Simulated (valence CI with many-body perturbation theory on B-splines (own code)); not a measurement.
Forbidden lines of Gd XIV

Method: relativistic CI+MBPT: five valence electrons over a frozen Dirac-Fock core [Kr] 4d10, radial functions for each j: 7 s, 7 p, 7 d, 7 f, 4 g, 2 h, with the one-electron correlation potential Σ1 (screened to all orders), the two-electron term Σ2, the three-electron term Σ3, Breit, model QED; selected single and double excitations, second order for the rest, scaled by the run's own slope (own B-spline code, finite nucleus).

No measured spectrum was set against this ion. As an estimate, terms of the open shell hold to a few per cent of their energy, and close levels can change places; configurations with another count of f electrons can be misplaced by thousands of cm⁻¹. Core correlation moves these levels by up to 46000 cm⁻¹, and in measured spectra 5 to 20 % of such shifts remained as error; rates that hang on mixing are uncertain with them. Among the levels kept, up to 740 cm⁻¹ of a level comes from second order outside the variational space, and about a tenth of that is noise between levels of different J, which matters for small intervals. The lowest computed level is not the ground level that NIST lists (6H°5/2, for many ions itself from theory).

Lines 51 to 100 of 120 in falling wavelength, among levels below 64579 cm⁻¹, chosen from the decays that carry over 1 % of a level's rate. Wavelengths and rates use the calculated energies, so an error of 2000 cm⁻¹ moves a line at 7670 Å by 15 % and its rate by three times that or more. Weak lines are less certain than strong ones. Lines between different terms over intervals too small for the method are left out, as are lines whose strength nearly cancels. Where a level lies close to another of its J and parity, the split of strength between their lines is uncertain.

Names give the largest LS component (configuration and term), which can be under half, so a name can repeat, a term be missing and a line seem to break the LS rules; names also repeat where a configuration has a term twice. Letters in brackets count levels of one name in rising energy.

```tsv
λ vac (Å)	Upper	Lower	Type	A (s⁻¹)	Branch %
7670	4f³5s² ²D°_3/2 [a]	4f³5s² ⁴S°_3/2	M1	1.22e+01	44.2
7368	4f³5s² ⁴G°_7/2	4f³5s² ²H°_9/2 [a]	M1	9.19e-02	1.2
6862	4f³5s² ⁴D°_1/2	4f³5s² ²D°_3/2 [a]	M1	1.08e+00	28.8
6836	4f³5s² ²L°_15/2	4f³5s² ²K°_15/2	M1	7.68e+00	43.8
6744	4f³5s² ²I°_11/2	4f³5s² ⁴G°_9/2	M1	9.83e-01	9.9
6728	4f³5s² ⁴G°_9/2	4f³5s² ²H°_9/2 [a]	M1	3.97e+00	33.0
6604	4f³5s² ²D°_3/2 [a]	4f³5s² ⁴F°_5/2	M1	8.64e+00	31.2
6581	4f³5s² ⁴D°_5/2	4f³5s² ⁴G°_7/2	M1	1.97e-01	2.2
6412	4f³5s² ²G°_9/2	4f³5s² ⁴F°_7/2	M1	2.97e+00	13.3
6189	4f³5s² ²I°_13/2	4f³5s² ²K°_15/2	M1	8.33e-01	7.7
5893	4f³5s² ²P°_1/2	4f³5s² ⁴S°_3/2	M1	7.98e+00	72.6
5818	4f³5s² ²I°_11/2	4f³5s² ²K°_13/2	M1	1.05e+00	10.6
5700	4f³5s² ²H°_9/2 [a]	4f³5s² ⁴I°_11/2	M1	6.28e+00	32.0
5656	4f³5s² ²L°_17/2	4f³5s² ²K°_15/2	M1	6.74e+00	90.4
5567	4f³5s² ²D°_3/2 [a]	4f³5s² ⁴F°_3/2	M1	6.82e+00	24.6
5340	4f³5s² ²D°_5/2 [a]	4f³5s² ⁴F°_7/2	M1	1.16e+01	66.1
5336	4f³5s² ²D°_5/2 [a]	4f³5s² ⁴S°_3/2	M1	9.24e-01	5.3
5315	4f³5s² ²G°_9/2	4f³5s² ²H°_9/2 [a]	M1	6.68e-01	3.0
5200	4f³5s² ²L°_15/2	4f³5s² ²K°_13/2	M1	8.61e+00	49.1
5169	4f³5s² ⁴D°_5/2	4f³5s² ²G°_7/2	M1	3.11e-01	3.5
5096	4f³5s² ⁴D°_7/2	4f³5s² ⁴G°_9/2	M1	2.58e-01	5.8
5006	4f³5s² ⁴D°_3/2	4f³5s² ⁴G°_5/2	M1	2.53e-01	8.1
5001	4f³5s² ⁴D°_5/2	4f³5s² ⁴G°_5/2	M1	1.71e+00	19.2
4817	4f³5s² ²I°_13/2	4f³5s² ²K°_13/2	M1	4.12e+00	38.0
4804	4f³5s² ²H°_11/2 [a]	4f³5s² ⁴I°_13/2	M1	8.79e+00	48.1
4797	4f³5s² ²D°_5/2 [a]	4f³5s² ⁴F°_5/2	M1	2.21e+00	12.6
4781	4f³5s² ⁴D°_7/2	4f³5s² ⁴G°_7/2	M1	3.73e-01	8.4
4627	4f³5s² ²I°_11/2	4f³5s² ²H°_11/2 [a]	M1	3.18e+00	31.9
4567	4f³5s² ²P°_1/2	4f³5s² ⁴F°_3/2	M1	2.49e+00	22.6
4483	4f³5s² ²H°_9/2 [a]	4f³5s² ⁴I°_9/2	M1	1.33e+01	68.0
4225	4f³5s² ²D°_5/2 [a]	4f³5s² ⁴F°_3/2	M1	1.03e+00	5.8
4185	4f³5s² ⁴F°_9/2	4f³5s² ⁴I°_11/2	M1	2.84e+00	29.6
4057	4f³5s² ²P°_3/2	4f³5s² ⁴S°_3/2	M1	5.83e+00	16.2
3991	4f³5s² ²K°_15/2	4f³5s² ⁴I°_15/2	M1	1.42e+01	54.5
3971	4f³5s² ²I°_13/2	4f³5s² ²H°_11/2 [a]	M1	9.73e-01	9.0
3963	4f³5s² ²K°_13/2	4f³5s² ⁴I°_13/2	M1	5.85e+00	31.7
3917	4f³5s² ⁴F°_7/2	4f³5s² ⁴I°_9/2	M1	1.82e-01	24.7
3915	4f³5s² ⁴D°_3/2	4f³5s² ⁴S°_3/2	M1	7.47e-01	24.0
3914	4f³5s² ⁴D°_5/2	4f³5s² ⁴F°_7/2	M1	7.98e-01	8.9
3912	4f³5s² ⁴D°_5/2	4f³5s² ⁴S°_3/2	M1	5.27e-01	5.9
3902	4f³5s² ²H°_11/2 [a]	4f³5s² ⁴I°_11/2	M1	4.74e+00	26.0
3738	4f³5s² ²P°_3/2	4f³5s² ⁴F°_5/2	M1	9.20e+00	25.6
3622	4f³5s² ⁴D°_1/2	4f³5s² ⁴S°_3/2	M1	8.35e-01	22.2
3615	4f³5s² ⁴D°_5/2	4f³5s² ⁴F°_5/2	M1	1.74e-01	1.9
3554	4f³5s² ⁴D°_7/2	4f³5s² ⁴F°_9/2	M1	1.49e-01	3.4
3490	4f³5s² ⁴F°_9/2	4f³5s² ⁴I°_9/2	M1	2.77e+00	28.8
3381	4f³5s² ²P°_3/2	4f³5s² ⁴F°_3/2	M1	2.87e+00	8.0
3368	4f³5s² ²I°_11/2	4f³5s² ²H°_9/2 [a]	M1	1.25e+00	12.6
3351	4f³5s² ²K°_15/2	4f³5s² ⁴I°_13/2	M1	1.07e+01	41.2
3328	4f³5s² ²K°_13/2	4f³5s² ⁴I°_11/2	M1	1.26e+01	68.2
```
